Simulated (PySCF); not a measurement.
Method: B3LYP-D3(BJ)/def2-TZVP // TPSS-D3(BJ)/def2-SVP run with PySCF. Isolated molecules, 0 K electronic values unless said otherwise. One relaxed conformer stands for a flexible species; it need not be the lowest. B3LYP has the VWN-RPA correlation part, as in Gaussian. 

Reference species: [Mo(F)6] (neutral, multiplicity 1).

```json
{
  "HOMO–LUMO gap": "6.31 eV",
  "LUMO": "-6.20 eV"
}
```

Changed species: [Mo(F)5(OH)] (1 of 6 F replaced by OH; the reference has 0 of 6 F replaced by OH).

Give the shifts of the HOMO–LUMO gap and LUMO.

the HOMO–LUMO gap drops by 0.52 eV, to 5.79 eV; the LUMO rises by 0.75 eV, to -5.45 eV.
